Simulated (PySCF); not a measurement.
Compound: C4H8O3 (charge +1 and doublet state).
Geometry (GFN2-xTB, Å), atoms numbered from 1 in this order:
```xyz
15
C4H8O3 angstrom
C     -2.183    0.397    0.567
O     -1.142   -0.124   -0.184
C     -0.173   -0.920    0.404
C      1.110   -0.810   -0.405
C      1.398    0.684   -0.615
O      0.511    1.491   -0.527
O      2.645    0.912   -0.893
H     -3.130    0.094    0.097
H     -2.153    0.111    1.621
H     -2.156    1.494    0.475
H     -0.502   -1.978    0.372
H     -0.021   -0.667    1.464
H      0.986   -1.222   -1.411
H      1.954   -1.304    0.075
H      2.851    1.851   -1.062
```

The hyperfine couplings belong to this conformer and change with its torsions.

As a line formula: `COCCC(=[O+])O` [radical] (charge +1).

Method: PySCF 2.14.0, UKS B3LYP, pcH-1 on C H O, non-relativistic, mean-field spin-orbit, GIAO. Geometry: GFN2-xTB, one conformer, isolated ion. Couplings are sensitive to structure, and on GFN2-xTB geometries they can be far from those on DFT ones, by a factor of two or more for some ions and for spin on atoms past the first row. Stability of the SCF solution: not tested.

Principal values of hyperfine tensors in MHz (contact and dipolar terms together), for some of the nuclei:

```tsv
atom	isotope	A1	A2	A3
H11	1H	182.71	185.39	199.05
H10	1H	129.65	133.49	145.56
H8	1H	93.07	96.40	108.31
O2	17O	-239.54	18.58	19.93
O6	17O	-136.25	10.98	18.04
H12	1H	28.69	29.24	40.63
C1	13C	-28.26	-22.91	-14.67
O7	17O	-25.97	-8.92	-6.83
```

Question: Split each tensor into its isotropic and traceless parts, and turn a_iso into mT with g = 2.0064.

Answer: a_iso = (A1 + A2 + A3)/3, Ti = Ai − a_iso; 1 mT corresponds to 28.082 MHz.

```csv
atom,a_iso (MHz),a_iso (mT),T1,T2,T3
H11,189.05,6.732,-6.34,-3.66,10.00
H10,136.23,4.851,-6.58,-2.75,9.33
H8,99.26,3.535,-6.19,-2.86,9.05
O2,-67.01,-2.386,-172.53,85.59,86.94
O6,-35.74,-1.273,-100.51,46.72,53.79
H12,32.86,1.170,-4.16,-3.61,7.78
C1,-21.95,-0.782,-6.32,-0.96,7.28
O7,-13.91,-0.495,-12.06,4.99,7.07
```

Question: What spin density at the nucleus of O6 lies behind its contact coupling (g_N = -0.75752)?

Answer: a_FC = 800.24 MHz bohr³ × g_N × ρ(0)/(2S). With a_FC = -35.74 MHz and 2S = 1, ρ(0) = 0.05896 bohr⁻³. The nuclear moment is negative, so coupling and spin density have opposite signs.

Question: C3 (13C, g_N = 1.40482) isn't in the table. Its spin density at the nucleus is -0.02185 bohr⁻³. What is its contact coupling?

Answer: By the same relation, a_FC = -24.6 MHz. Its full tensor has the principal values -30.14, -25.11, -18.43 MHz.

Question: Which nucleus of the table has the largest anisotropic coupling, and what is its form?

Answer: O2: -172.5, 85.6, 86.9 MHz, axial, in the ratio +1:+1:−2, the form that spin in one p orbital centred on that nucleus gives (the nuclear moment is negative).

Question: In a single crystal, with the field along each principal axis of the tensor of H10 in turn, what first-order splitting does this nucleus give (isotropic g, quadrupole terms neglected)?

Answer: 2 lines (I = 1/2), spaced by |A_i|/(g × 13.996): 4.62, 4.75, 5.18 mT along the axes of A1, A2 and A3.

The SMILES draws the unpaired electron on O6; the largest computed Mulliken spin population is on O2 (0.48 against 0.31).
